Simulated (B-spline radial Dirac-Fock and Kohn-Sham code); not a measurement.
# The Lβ3 (L1-M3) line from Pm to Lu

Level of theory: Dirac-Fock energy differences between relaxed states, corrected for Breit and QED terms; a B-spline atomic structure program. Free neutral atoms. Electron correlation is not included.

The screening constant σ is defined by E = 0.1389·Ry·(Z − σ)², the hydrogen-like form of Moseley's law.

| Z | element | computed (eV) | tabulated (eV) | √E | σ |
| --- | --- | --- | --- | --- | --- |
| 61 | Pm | 6072.8 | 6071.0 | 77.93 | 4.31 |
| 62 | Sm | 6320.0 | 6317.0 | 79.50 | 4.17 |
| 63 | Eu | 6573.6 | 6571.4 | 81.08 | 4.02 |
| 64 | Gd | 6832.7 | 6831.6 | 82.66 | 3.87 |
| 65 | Tb | ? | ? | ? | ? |
| 66 | Dy | 7374.4 | 7370.2 | 85.87 | 3.53 |
| 67 | Ho | 7655.0 | 7653.0 | 87.49 | 3.35 |
| 68 | Er | 7942.7 | 7939.5 | 89.12 | 3.17 |
| 69 | Tm | 8237.8 | 8231.2 | 90.76 | 2.97 |
| 70 | Yb | 8540.1 | 8536.6 | 92.41 | 2.77 |
| 71 | Lu | 8849.0 | 8846.8 | 94.07 | 2.57 |

Question: Estimate the missing row, Tb.

Answer: Computed 7100.8 eV, tabulated 7096.7 eV, √E = 84.27, σ = 3.70.

Tabulated energies: xraylib 4.2 line table, elements in their standard states.
